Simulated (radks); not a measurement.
Results of a calculation; reference values are marked as such.
Problem. These are the eigenvalues of the occupied orbitals of an atom or ion with whole-number occupations (hartree). Code: a radial shooting solver on a logarithmic mesh with Libxc functionals. Model: Dirac Kohn-Sham, PBEsol, spin-unpolarised, spherical densities, point nucleus.

orbital  eigenvalue
1s1/2     -2107.220
2s1/2     -355.5089
2p1/2     -338.7099
2p3/2     -305.0380
3s1/2     -81.27502
3p1/2     -73.90678
3p3/2     -66.83722
3d3/2     -54.23339
3d5/2     -52.68850
4s1/2     -17.66380
4p1/2     -14.71782
4p3/2     -13.11290
4d3/2      -8.25993
4d5/2      -7.96621
5s1/2      -3.64697
5p1/2      -2.79600
5p3/2      -2.55856
4f5/2      -2.08998
4f7/2      -2.04471

Which element is it, and in what charge state? The configuration may be excited. Open shells, if any, are shared by 2j + 1.

Solution. Z = 68, erbium, charge +4: Er4+ in [Xe] 4f10. The list shows which subshells hold electrons but not how many an open one holds; the 1s level, -2107.2 hartree, gives Z - s = 64.9 by -(Z - s)^2/2, which with screening and relativity narrows Z to a few neighbours, and the depths of the outer levels then fix element, charge and occupations together.
